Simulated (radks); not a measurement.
Initial-state core-level shifts of neutral osmium when its valence configuration changes from [Xe] 4f14 5d6 6s2. Method: scalar-relativistic Kohn-Sham, PBE, spin-polarised, spherical densities, finite nucleus; open shells are filled with parallel spins first (spin-orbit coupling, left out, can overturn this in heavy ions); Fermi nuclear charge, rms radius 5.4126 fm; computed with a radial shooting solver on a logarithmic mesh with Libxc functionals. Shifts are changes of the shell-averaged eigenvalues in eV (positive: less bound); the change of the density at the nucleus, which sets a Mossbauer isomer shift, is in e/bohr^3, on a base of 1.789e+06.

| valence | 3p | 3d | 4s | 5p | density at nucleus |
|---|---|---|---|---|---|
| 4f14 5d8 | +4.266 | +4.282 | +4.260 | +3.861 | -206.4 |
| 4f14 5d7 6s1 | +2.416 | +2.425 | +2.412 | +2.187 | -105.4 |
| 4f13.5 5d7 6s1.5 | -5.293 | -5.217 | -4.545 | -0.336 | -2.0 |
| 4f14 5d6 6s1 6p1 | -1.483 | -1.482 | -1.488 | -1.476 | -83.7 |
| 4f13.5 5d6.5 6s2 | -6.611 | -6.541 | -5.859 | -1.519 | +54.9 |
| 4f13 5d7 6s2 | -13.381 | -13.238 | -11.800 | -3.006 | +110.9 |
| 4f13.5 5d6.5 6s1 6p1 | -8.135 | -8.063 | -7.387 | -3.044 | -32.4 |
| 4f12.5 5d7.5 6s2 | -20.310 | -20.094 | -17.823 | -4.466 | +167.8 |
| 4f12 5d6 6s2 6p2 | -37.226 | -36.965 | -33.683 | -14.717 | +317.1 |
